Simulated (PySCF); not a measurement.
**Computed spin Hamiltonian**

Species: C3H10NSi (doublet state).
Geometry (GFN2-xTB, Å), atoms numbered from 1 in this order:
```
atom  x, y, z in Å
C1     2.069    0.067    0.727
C2     1.467    0.423   -0.630
N3     0.178   -0.021   -0.898
Si4   -1.009   -0.855   -0.064
C5    -2.463    0.384    0.118
H6     3.079    0.459    0.810
H7     1.460    0.483    1.525
H8     2.096   -1.014    0.845
H9     1.477    1.519   -0.766
H10    2.116    0.039   -1.436
H11   -0.776   -1.439    1.268
H12   -1.449   -1.896   -1.002
H13   -3.339   -0.145    0.474
H14   -2.690    0.835   -0.840
H15   -2.220    1.170    0.823
```

The hyperfine couplings belong to this conformer and change with its torsions.

As a line formula: `CC[N][SiH2]C` [radical].

The calculation used UKS B3LYP, pcH-1 on C H N Si, non-relativistic, mean-field spin-orbit, GIAO (PySCF 2.14.0). Isolated species at its GFN2-xTB geometry (one conformer only). Couplings are sensitive to structure, and on GFN2-xTB geometries they can be far from those on DFT ones. No stability test was run, so a lower SCF solution isn't excluded.

* g1, g2, g3: 2.00212, 2.00403, 2.01063
* g_iso: 2.00559
* Form of g: rhombic: the two nearest values differ by 22 % of g3 − g1
* ⟨S²⟩: 0.7543 (exact 0.7500)
* α and β electrons: 25, 24
* HOMO–LUMO gap, α and β orbitals: 7.93, 3.32 eV

Isotropic coupling and dipolar principal values T1 to T3, in mT; ρ(0) is the spin density at the nucleus (MHz turned into mT with g_iso):

| atom | isotope | a_iso | of which spin–orbit | T1 | T2 | T3 | Mulliken spin population | ρ(0) (bohr⁻³) |
| --- | --- | --- | --- | --- | --- | --- | --- | --- |
| C1 | 13C | -0.13 | 0.00 | -0.04 | -0.02 | 0.06 | 0.00 | -0.0032 |
| C2 | 13C | -1.18 | 0.00 | -0.19 | 0.08 | 0.10 | -0.07 | -0.0296 |
| N3 | 14N | 1.03 | 0.01 | -1.39 | -1.34 | 2.73 | 0.86 | 0.0888 |
| Si4 | 29Si | 1.77 | 0.00 | -0.13 | 0.00 | 0.13 | -0.04 | -0.0560 |
| C5 | 13C | 1.66 | 0.00 | -0.22 | -0.21 | 0.44 | 0.06 | 0.0416 |
| H6 | 1H | -0.08 | 0.00 | -0.07 | -0.06 | 0.13 | 0.00 | -0.0005 |
| H7 | 1H | 0.01 | 0.00 | -0.10 | -0.09 | 0.20 | 0.00 | 0.0001 |
| H8 | 1H | 0.01 | 0.00 | -0.11 | -0.10 | 0.20 | 0.00 | 0.0001 |
| H9 | 1H | 5.57 | 0.00 | -0.25 | -0.12 | 0.37 | 0.07 | 0.0350 |
| H10 | 1H | 5.82 | 0.00 | -0.25 | -0.12 | 0.38 | 0.07 | 0.0365 |
| H11 | 1H | -0.22 | 0.00 | -0.10 | -0.09 | 0.19 | 0.00 | -0.0014 |
| H12 | 1H | 3.05 | 0.00 | -0.15 | -0.07 | 0.22 | 0.05 | 0.0192 |
| H13 | 1H | 0.48 | 0.00 | -0.13 | -0.04 | 0.17 | 0.01 | 0.0030 |
| H14 | 1H | -0.15 | 0.00 | -0.16 | -0.04 | 0.20 | 0.00 | -0.0009 |
| H15 | 1H | -0.16 | 0.00 | -0.15 | -0.04 | 0.19 | 0.00 | -0.0010 |

The Mulliken spin populations are largest on N3 (+0.86), H10 (+0.07), C2 (-0.07) and H9 (+0.07). N3 is the only atom above +0.15. The positive populations add up to 1.12 and the negative ones to -0.12, together 2S = 1.

Axes: g3 points within 15° of the C2–N3 bond.

Under fast tumbling the dipolar parts average out, and these isotropic splittings remain: 2 × 1H (H9/H10, I = 1/2, 3 lines) with 5.70 mT, 2 × 1H (H11/H12, I = 1/2, 3 lines) with 1.42 mT, 1 × 14N (N3, I = 1, 3 lines) with 1.03 mT and 3 × 1H (H13/H14/H15, I = 1/2, 4 lines) with 0.05 mT.

Means are taken over nuclei equivalent by connectivity, which assumes that they swap fast. The three 1H nuclei of mean +1.5 MHz run from -4.6 to 13.4 MHz in the frozen geometry. The 1H value of +39.7 MHz is a mean of couplings from -6.2 to 85.6 MHz in this one geometry, not an average over conformers.

The 13C coupling of C5 (46.7 MHz) shows only in satellite lines or after enrichment, since that isotope makes up about 1.07 % of natural carbon.

The 29Si coupling of Si4 (49.7 MHz) shows only in satellite lines or after enrichment, since that isotope makes up about 4.7 % of natural silicon.
